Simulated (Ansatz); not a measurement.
Input for Ansatz (a first-principles code): R-wB97M-V/def2-TZVPP on HF (SMILES F).

Ansatz 0.2 input:
```yaml
crystal:
  periodic: [false, false, false]
  atoms:
    - {symbol: F, position_ang: [-0.00000000, 0.00000000, 0.46222970]}
    - {symbol: H, position_ang: [0.00000000, -0.00000000, -0.46222970]}
basis:
  gaussian:
    orbitals: def2-TZVPP
hamiltonian:
  xc: {name: wB97M-V}
scf: {lower_state_search: off}
```

What total energy does the run end on?

-100.4607 hartree.
